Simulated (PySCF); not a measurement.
Computed shifts of a molecule C3H5ClGeO, PBE/pcSseg-1 in PySCF, GIAO, gas phase, equivalent atoms averaged, in ppm (number of nuclei): ¹³C: 238.0 (1), 157.3 (1), 135.8 (1). ¹H: 12.65 (1), 6.62 (1), 6.33 (1), 4.99 (1), 4.66 (1). References: ¹³C against TMS (σ = 182.0 ppm); ³⁵Cl against HCl (σ = 936.5 ppm); ⁷³Ge against GeH4 (σ = 1614.4 ppm); ¹⁷O against H2O (σ = 334.3 ppm); ¹H against TMS (σ = 31.49 ppm), references at their B3LYP-D3(BJ)/def2-TZVP geometries, non-relativistic (without spin–orbit terms, shifts of atoms bonded to Cl or Br come out too high). Coordinates come from a B3LYP-D3(BJ)/def2-SVP optimisation. The values are those of a single conformer.

Question: Pick the molecule that these values belong to.
A. [Cl][GeH2][C]1=CCO1
B. O=[C]1C[CH2][Ge@H]1[Cl]
C. C=[C](Cl)[GeH2][CH]=O
D. C[C]1=C[O][Ge@@H]1[Cl]

Answer: C, C=[C](Cl)[GeH2][CH]=O
